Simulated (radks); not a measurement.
Charge is removed step by step from the 1s down level of Mg2+, starting from 1s(up 1, down 1) 2s2 2p6. Method: scalar-relativistic Kohn-Sham, BLYP, spin-polarised, spherical densities, finite nucleus; Fermi nuclear charge, rms radius 3.057 fm; computed with a radial shooting solver on a logarithmic mesh with Libxc functionals.

\begin{tabular}{lrr}
removed (e) & E - E(0) (eV) & eigenvalue (eV) \\ \hline
0 & 0.000 & -1281.4 \\
0.1 & 128.70 & -1292.8 \\
0.2 & 258.53 & -1304.0 \\
0.3 & 389.48 & -1315.1 \\
0.4 & 521.52 & -1325.9 \\
0.5 & 654.64 & -1336.4 \\
0.6 & 788.78 & -1346.6 \\
0.7 & 923.91 & -1356.1 \\
0.8 & 1060.0 & -1364.7 \\
0.9 & 1196.8 & -1371.6 \\
\end{tabular}

The mean slope of the eigenvalue, de/dn, is 100 eV per electron.
